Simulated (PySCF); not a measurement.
Ge(Cl)2 anion (Cl₂Ge), SMILES [Ge]([Cl])[Cl] (connectivity only; charge and spin as stated), charge -1, multiplicity 2. Geometry: r2SCAN-D4/def2-SVPD. The multiplicity is an assumed one; other spin states were not compared. The isomer is the one that the SMILES or the coordinates give; other isomers of the formula were not compared.

Computed with r2SCAN-D4/def2-SVPD (PySCF).

Harmonic wavenumbers (cm⁻¹): 116, 270, 303. Rotational constants (GHz): 5.979, 2.221, 1.619; symmetry number 2.

Question: Work out the zero-point energy and the ideal-gas rigid-rotor harmonic-oscillator thermochemistry at 298.15 K and 1 atm.

Answer: ZPE = ½ Σ hcν = ½ × 690 cm⁻¹ = 0.99 kcal/mol. H − E(el) = 4.35 kcal/mol. Entropy in cal/(mol K): translation 40.80, rotation 25.73, vibration 6.15, spin 1.38, total 74.05. G − E(el) = -17.73 kcal/mol. Cp = 13.28 cal/(mol K). Modes under 150 cm⁻¹ make the vibrational entropy uncertain.
